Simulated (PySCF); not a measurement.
3-methylbenzoyl chloride, C₈H₇ClO.
Z-matrix (Å and degrees, GFN2-xTB geometry), rows numbered from 1:
```
C 
C   1  1.4967
C   2  1.3918  1  121.08
C   3  1.3854  2  120.88  1  -179.30
C   4  1.3817  3  120.54  2     0.10
C   5  1.3941  4  119.41  3     0.14
C   6  1.4625  5  123.93  4   179.80
O   7  1.1901  6  127.18  5  -179.86
Cl  7  1.7773  6  114.45  5     0.05
C   2  1.3852  1  120.45  3  -179.02
H   1  1.0869  2  111.05  3   -28.52
H   1  1.0900  2  109.85  3    90.98
H   1  1.0868  2  110.72  3  -149.94
H   3  1.0805  2  119.43  1     0.86
H   4  1.0797  3  119.79  2  -179.77
H   5  1.0780  4  120.52  3  -179.78
H  10  1.0800  2  120.36  1    -0.89
```

Definitions: NICS(0) = −σiso at the ring centroid; NICS(1) = −σiso and NICS(1)zz = −σzz at ±1 Å along the ring normal z. Level: GIAO PBE0/pcSseg-1 (PySCF, non-relativistic, gas phase) on the GFN2-xTB geometry, one conformer.

Ring bond lengths (Å), with Mayer bond orders in brackets: C2–C3 1.392 (1.39), C3–C4 1.385 (1.44), C4–C5 1.382 (1.45), C5–C6 1.394 (1.35), C6–C10 1.398 (1.37), C10–C2 1.385 (1.41).

Question: Give the NICS values of each ring in ppm.

Answer: 
```
              ring                                              type  NICS(0)  NICS(1), two faces  NICS(1)zz, two faces  rms pucker (Å)  centre to ring atoms, mean (Å)
C2–C3–C4–C5–C6–C10  6-membered carbocycle; formal bonds all aromatic     -8.4       -11.1 / -11.2         -26.6 / -26.9            0.00                            1.39
```

Question: What can be read from them?

Answer: 
- C2–C3–C4–C5–C6–C10: mean NICS(1)zz -26.8 ppm, shielded. The ring is flat and has no four-coordinate atom; by the NICS criterion it is aromatic.

Question: What does the geometric index give? Use HOMA with the parameters of Krygowski (1993).

Answer: 
- C2–C3–C4–C5–C6–C10: HOMA 0.99 = 1 − EN − GEO, with mean bond length 1.389 Å, EN = α(Ropt − mean)² = 0.000 and GEO = α × variance = 0.008. The geometric and the magnetic index point the same way.

Question: List the ring angles and the Hirshfeld charges of the ring atoms.

Answer: 
- C2–C3–C4–C5–C6–C10: C2 118.5° (+0.017 e), C3 120.9° (-0.033 e), C4 120.5° (-0.042 e), C5 119.4° (-0.044 e), C6 119.6° (-0.025 e), C10 121.1° (-0.035 e); sum 720.0° against 720° for a flat convex ring.

Question: How shielded are the nuclei of the rings and their hydrogens (means over atoms taken as equivalent)?

Answer: 
```tsv
atoms	environment	σ isotropic (ppm)
C2	substituted aromatic carbon	42.4
C3	aromatic CH carbon	44.7
C4	aromatic CH carbon	52.6
C5	aromatic CH carbon	48.6
C6	substituted aromatic carbon	50.7
C10	aromatic CH carbon	48.6
H14	aromatic hydrogen	23.94
H15	aromatic hydrogen	23.98
H16	aromatic hydrogen	23.18
H17	aromatic hydrogen	23.37
```

Time: 34 s; peak memory 0.94 GiB. Hardware: one thread, Intel Xeon 6975P-C (x86_64), no GPU, shared host with 32 logical CPUs at a one-minute load of 22. This is the whole shielding run at PBE0/pcSseg-1, SCF included.
